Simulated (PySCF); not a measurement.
Bond stretch in SiCl, doublet.

Methods: UKS-M06-2X = PySCF with unrestricted M06-2X/cc-pVTZ; UKS-B3LYP = unrestricted B3LYP/cc-pVTZ (PySCF 2.14.0); ROHF/cc-pVTZ (PySCF).

Magnitude of the dipole moment (D; its direction can reverse along the curve, and a method can change to another solution) and Mulliken charge of the fragment that holds Si1:

```
R / Å  μ UKS-M06-2X  q UKS-M06-2X  μ UKS-B3LYP  q UKS-B3LYP  μ ROHF  q ROHF
-----  ------------  ------------  -----------  -----------  ------  ------
1.65           1.50         -0.23         1.59        -0.20    1.78   -0.15
1.74           1.01         -0.14         1.11        -0.11    1.22   -0.06
1.88           0.17          0.01         0.30         0.03    0.29    0.09
1.94           0.21          0.06         0.06         0.09    0.13    0.15
2.00           0.59          0.12         0.43         0.13    0.55    0.20
2.07           1.05          0.17         0.86         0.19    1.06    0.26
2.10           1.24          0.19         1.04         0.21    1.28    0.28
2.17           1.70          0.24         1.48         0.25    1.79    0.32
2.26           2.29          0.29         2.02         0.29    2.45    0.37
2.37           2.99          0.34         2.68         0.33    3.26    0.43
2.57           4.23          0.40         3.81         0.39    4.72    0.50
2.78           5.43          0.45         4.89         0.43    6.20    0.55
```

The scan ran from 1.65 to 8.25 Å; beyond the distances shown one of the unrestricted levels run for this scan, shown here or not, changes its spin distribution in one step.
